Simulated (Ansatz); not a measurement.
Molecule: sum formula CrO2Cl (charge +1, singlet). SMILES: [O]=[Cr+](=[O])[Cl]
Structure (B3LYP-D3(BJ)/def2-TZVP (Ansatz, a program for electronic structure) minimum search):
```xyz
4

Cr     0.3037    -0.0188     0.3966
O      1.4862    -0.7474    -0.2542
O     -0.4853    -1.0261     1.2424
Cl    -0.8997     0.8612    -1.0249
```
Charge +1, spin multiplicity 1.

Quantity: vertical electron affinity (to the doublet state of charge +0; a negative value means that the extra electron is unbound and the number depends on the basis; each state is the SCF solution reached for its spin; the UHF <S^2> is 2.38 for the doublet (pure: 0.75); for the doublet T1 is 0.137; for the singlet the Hartree-Fock reference is unstable and T1 is 0.067), in eV. Valence correlation only, unless marked. Open shells are spin-unrestricted. No spin-orbit coupling. Frozen are the shells of the preceding noble gas and the d and f shells that filled before the atom's block. No relativistic terms. Basis-set limits of correlation are two-point, X^-3; Hartree-Fock from the larger set. The program attaches cautions to a run behind HF/def2-SVPD: large difference. The program attaches cautions to a run behind HF/def2-TZVPPD: large difference. The program attaches cautions to a run behind RI-MP2/CBS(def2-TZVPPD,def2-QZVPPD): large difference. The program attaches cautions to a run behind CCSD(T)/def2-SVPD: large difference.

```json
[
 {"level": "HF/def2-SVPD", "program": "Ansatz", "vertical electron affinity (eV)": "15.04"},
 {"level": "HF/def2-TZVPPD", "program": "Ansatz", "vertical electron affinity (eV)": "14.40"},
 {"level": "BHLYP/def2-TZVPD", "program": "Ansatz", "vertical electron affinity (eV)": "11.34"},
 {"level": "CAM-B3LYP/def2-TZVPD", "program": "Ansatz", "vertical electron affinity (eV)": "10.76"},
 {"level": "wB97X-V/def2-TZVPD", "program": "Ansatz", "vertical electron affinity (eV)": "10.63"},
 {"level": "wB97X/def2-TZVPD", "program": "Ansatz", "vertical electron affinity (eV)": "10.62"},
 {"level": "RI-MP2/def2-QZVPPD", "program": "Ansatz", "vertical electron affinity (eV)": "2.55"},
 {"level": "RI-MP2/CBS(def2-TZVPPD,def2-QZVPPD)", "program": "Ansatz", "vertical electron affinity (eV)": "2.57"},
 {"level": "CCSD(T)/def2-SVPD", "program": "Ansatz", "vertical electron affinity (eV)": "9.83"}
]
```
